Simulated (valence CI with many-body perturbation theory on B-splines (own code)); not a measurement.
## E1 line list for Hf I

Method: relativistic CI+MBPT: four valence electrons over a frozen Dirac-Fock core [Xe] 4f14, radial functions for each j: 9 s, 9 p, 10 d, 8 f, 5 g, 3 h, 1 i, with the one-electron correlation potential Σ1, the two-electron term Σ2, the three-electron term Σ3, Breit, model QED; selected CI, second order for the rest, scaled by the run's own slope (own B-spline code, finite nucleus).

Set against measurement, 22 paired levels are off by 299 cm⁻¹ on average, the worst by 855. These come from a selection out of the NIST Handbook of Basic Atomic Spectroscopic Data. Levels without a partner in it may be off by more, other configurations by 1,000 to 4,000 cm⁻¹. Among the levels kept, up to 500 cm⁻¹ of a level comes from second order outside the variational space, and about a tenth of that is noise between levels of different J, which matters for small intervals.

Lines 151 to 200 of 205 in falling wavelength, among levels below 28603 cm⁻¹, chosen from the strongest by gf and those to the six lowest levels. Wavelengths and rates use the calculated energies, so an error of 300 cm⁻¹ moves a line at 5114 Å by 1.5 % and its rate by three times that or more. Electric multipoles are in the length gauge, E1 and E2 with the static RPA response of the core. Weak lines are less certain than strong ones. Lines between different terms over intervals too small for the method are left out, as are lines whose strength nearly cancels and 2 of this kind that miss the measured wavelength by over 7 %. The highest levels of a list are the least certain.

Names give the largest LS component (configuration and term), which can be under half, so a name can repeat, a term be missing and a line seem to break the LS rules; names also repeat where a configuration has a term twice. Letters in brackets count levels of one name in rising energy.

```tsv
λ vac (Å)	λ from measured levels	Upper	Lower	A (s⁻¹)	log gf	Branch %
5222		5d2 6s 6p 5D°_1 [a]	5d2 6s2 1D_2	5.47e+05	-2.17	7.3
5176		5d2 6s 6p 5D°_1 [a]	5d2 6s2 3P_0	1.15e+04	-3.86	0.2
5172		5d2 6s 6p 3G°_3 [b]	5d2 6s2 3P_2	2.15e+05	-2.22	0.8
5114	5242	5d 6s2 6p 1F°_3	5d2 6s2 3F_4	2.03e+05	-2.25	1.8
5095		5d2 6s 6p 5D°_2 [a]	5d2 6s2 1D_2	7.29e+03	-3.85	0.1
5057		5d2 6s 6p 5F°_2	5d2 6s2 3F_3	7.99e+05	-1.81	25.4
5038		5d2 6s 6p 5F°_4	5d2 6s2 3F_4	5.03e+03	-3.76	0.2
4966	5053	5d 6s2 6p 3P°_2	5d2 6s2 3F_2	1.88e+04	-3.46	0.6
4934	5027	5d 6s2 6p 1P°_1	5d2 6s2 3P_1	3.06e+05	-2.48	0.7
4911	4839	5d2 6s 6p 5D°_3	5d2 6s2 1D_2	7.42e+05	-1.73	6.4
4889		5d2 6s 6p 5D°_0 [b]	5d2 6s2 3P_1	2.19e+02	-6.11	0.0
4880		5d2 6s 6p 3F°_2	5d2 6s2 3P_1	6.45e+05	-1.94	2.0
4816		5d2 6s 6p 5F°_3	5d2 6s2 3F_3	4.47e+04	-2.96	1.5
4776		5d2 6s 6p 5D°_1 [b]	5d2 6s2 3P_1	1.95e+06	-1.70	9.6
4739	4802	5d 6s2 6p 1P°_1	5d2 6s2 1D_2	6.50e+06	-1.18	15.6
4705		5d2 6s 6p 5F°_5	5d2 6s2 3F_4	1.17e+06	-1.37	31.9
4703		5d2 6s 6p 3S°_1	5d2 6s2 3P_1	7.59e+06	-1.12	33.2
4701	4775	5d 6s2 6p 1P°_1	5d2 6s2 3P_0	3.28e+06	-1.49	7.9
4689		5d2 6s 6p 3F°_2	5d2 6s2 1D_2	5.18e+04	-3.07	0.2
4678		5d2 6s 6p 5F°_1	5d2 6s2 3F_2	1.49e+06	-1.84	41.5
4654		5d2 6s 6p 1S°_0	5d2 6s2 3P_1	2.63e+06	-2.07	67.0
4653	4860	5d2 6s 6p 5D°_2 [b]	5d2 6s2 3P_1	1.32e+06	-1.67	6.0
4640	4600	5d2 6s 6p 5D°_3	5d2 6s2 3F_4	1.44e+06	-1.49	12.4
4600		5d2 6s 6p 3G°_3 [a]	5d2 6s2 1D_2	2.70e+06	-1.22	25.8
4599	4697	5d 6s2 6p 1F°_3	5d2 6s2 3F_3	5.77e+04	-2.89	0.5
4593		5d2 6s 6p 5D°_1 [b]	5d2 6s2 1D_2	1.37e+07	-0.89	67.6
4557		5d2 6s 6p 5D°_1 [b]	5d2 6s2 3P_0	2.99e+05	-2.55	1.5
4538		5d2 6s 6p 5F°_4	5d2 6s2 3F_3	4.58e+05	-1.90	15.8
4529		5d2 6s 6p 5F°_2	5d2 6s2 3F_2	1.37e+05	-2.68	4.3
4526		5d2 6s 6p 3S°_1	5d2 6s2 1D_2	8.67e+05	-2.10	3.8
4491		5d2 6s 6p 3S°_1	5d2 6s2 3P_0	3.67e+06	-1.48	16.1
4480	4649	5d2 6s 6p 5D°_2 [b]	5d2 6s2 1D_2	2.56e+06	-1.42	11.6
4431		5d2 6s 6p 5D°_4	5d2 6s2 3F_4	1.66e+06	-1.36	25.7
4427		5d2 6s 6p 3G°_3 [b]	5d2 6s2 1D_2	5.49e+05	-1.95	2.0
4362		5d2 6s 6p 3G°_3 [a]	5d2 6s2 3F_4	1.29e+06	-1.59	12.3
4347		5d2 6s 6p 5D°_2 [a]	5d2 6s2 3F_3	1.99e+06	-1.55	21.4
4335		5d2 6s 6p 5F°_3	5d2 6s2 3F_2	1.55e+05	-2.51	5.2
4212	4176	5d2 6s 6p 5D°_3	5d2 6s2 3F_3	3.78e+06	-1.15	32.6
4206		5d2 6s 6p 3G°_3 [b]	5d2 6s2 3F_4	1.35e+06	-1.60	4.8
4158	4229	5d 6s2 6p 1F°_3	5d2 6s2 3F_2	6.22e+05	-1.95	5.4
4048		5d2 6s 6p 3F°_2	5d2 6s2 3F_3	2.12e+06	-1.59	6.7
4039		5d2 6s 6p 5D°_4	5d2 6s2 3F_3	6.70e+05	-1.83	10.3
4027		5d2 6s 6p 5D°_1 [a]	5d2 6s2 3F_2	9.01e+05	-2.18	12.1
3981		5d2 6s 6p 3G°_3 [a]	5d2 6s2 3F_3	3.82e+06	-1.20	36.5
3951		5d2 6s 6p 5D°_2 [a]	5d2 6s2 3F_2	2.78e+06	-1.49	29.9
3891	4033	5d2 6s 6p 5D°_2 [b]	5d2 6s2 3F_3	7.85e+06	-1.05	35.7
3851		5d2 6s 6p 3G°_3 [b]	5d2 6s2 3F_3	4.82e+06	-1.13	17.3
3839	3801	5d2 6s 6p 5D°_3	5d2 6s2 3F_2	2.06e+06	-1.50	17.8
3734	3779	5d 6s2 6p 1P°_1	5d2 6s2 3F_2	2.79e+07	-0.76	67.2
3703		5d2 6s 6p 3F°_2	5d2 6s2 3F_2	2.67e+07	-0.56	84.3
```

Question: How does gf follow from A for the line at 3891 Å?

Answer: gf = 1.4992 × (2J+1)_upper × A / σ², with σ = 25700 cm⁻¹ and 2J+1 = 5: gf = 0.0890.
